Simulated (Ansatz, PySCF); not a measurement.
Reaction R1 + R2 → P1 + P2, each structure at its B3LYP-D3(BJ)/def2-SVP stationary point, reached from a drawn start (curvature not checked).
R1, FH9O3Si4 (SMILES F[Si](O[SiH3])(O[SiH3])O[SiH3]) (charge 0, multiplicity 1):
```xyz
17

F      0.873     0.446    -2.361
Si     0.323     0.165    -0.874
O     -0.514     1.474    -0.374
Si    -0.375     2.784     0.654
O     -0.647    -1.147    -0.920
Si    -2.266    -1.559    -0.854
O      1.599    -0.105     0.107
Si     2.386    -1.355     0.888
H     -1.613     3.594     0.516
H      0.813     3.603     0.286
H     -0.235     2.311     2.059
H     -3.012    -0.895    -1.958
H     -2.357    -3.035    -0.993
H     -2.841    -1.140     0.455
H      3.551    -0.773     1.604
H      2.850    -2.369    -0.099
H      1.465    -2.000     1.865
```
P1, H10O4Si4 (SMILES O[Si](O[SiH3])(O[SiH3])O[SiH3]) (charge 0, multiplicity 1, Z-matrix in Å and degrees):
```
Si
O 1 1.6394
O 1 1.6430 2 112.23
O 1 1.6455 2 107.69 3 118.07
O 1 1.6459 2 106.73 4 121.72
H 5 0.9637 1 117.32 2 159.67
Si 2 1.6685 1 140.48 3 96.51
Si 3 1.6696 1 137.03 2 95.01
Si 4 1.6697 1 136.92 2 11.46
H 8 1.4868 3 107.81 1 -159.56
H 9 1.4870 4 107.57 1 170.93
H 7 1.4874 2 107.55 1 -163.35
H 7 1.4891 12 109.52 2 119.72
H 9 1.4896 11 109.54 4 -119.86
H 8 1.4899 10 109.48 3 119.72
H 7 1.4903 12 109.54 13 120.15
H 9 1.4903 11 109.62 14 -119.89
H 8 1.4906 10 109.69 15 119.90
```
P2, HF (SMILES F) (charge 0, multiplicity 1):
```xyz
2

F      0.00000     0.00000     0.46236
H      0.00000     0.00000    -0.46236
```
R2: H2O (SMILES O), charge 0, multiplicity 1.

P less R. No zero-point or thermal terms. One arrangement of each flexible species, with no search for the lowest.

Correlated levels freeze the cores.

The values were computed with Ansatz (Gaussian orbitals); PySCF for the D3/D4 terms. Each number belongs to the level named beside it.

```json
[
 {"level": "SVWN5/def2-TZVPP", "reaction energy (meV)": "370.7"},
 {"level": "PBE-D4/def2-TZVPP", "reaction energy (meV)": "414.1"},
 {"level": "BLYP/def2-TZVPP", "reaction energy (meV)": "511.7"},
 {"level": "r2SCAN-D3(BJ)/def2-TZVPP", "reaction energy (meV)": "440.8"},
 {"level": "B3LYP-D4/def2-TZVPP", "reaction energy (meV)": "440.5"},
 {"level": "wB97X-V/def2-TZVPP", "reaction energy (meV)": "436.2"},
 {"level": "wB97M-V/def2-TZVPP", "reaction energy (meV)": "429.5"},
 {"level": "CCSD/cc-pV(D+d)Z", "reaction energy (meV)": "382.8"},
 {"level": "CCSD(T)/cc-pV(D+d)Z", "reaction energy (meV)": "___"}
]
```

Fill in the missing entries.


- CCSD(T)/cc-pV(D+d)Z, reaction energy (meV): 372.8

Ansatz is an electronic-structure program.
